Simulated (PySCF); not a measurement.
CBr2ClF. Atoms are numbered in the order given.

```xyz
5

F     -1.6695    -0.5948     0.0000
C     -0.3493    -0.4117     0.0000
Cl     0.4544    -1.9934     0.0000
Br     0.1342     0.5959    -1.6034
Br     0.1342     0.5959     1.6034
```
Charge 0, spin multiplicity 1.

Coordinates come from a TPSSh-D3(BJ)/def2-SVP optimisation.

Method: TPSSh-D3(BJ)/def2-SVP in PySCF.

Frequencies are harmonic and unscaled.

```
mode  ν (cm⁻¹)  IR (km/mol)  moving atoms (share of kinetic energy)
----  --------  -----------  --------------------------------------
1          156          0.0                 Br 76 %, Cl 12 %, F 9 %
2          190          0.0                Cl 57 %, Br 33 %, F 10 %
3          260          0.2                Cl 41 %, Br 39 %, F 14 %
4          301          0.8                         F 65 %, Br 33 %
5          335          0.4         F 58 %, Br 17 %, Cl 16 %, C 8 %
6          458          1.9                 F 41 %, Cl 34 %, C 18 %
7          720        262.9                                  C 92 %
8          776        236.8                          C 88 %, Cl 8 %
9         1131        195.4                          C 64 %, F 36 %
```
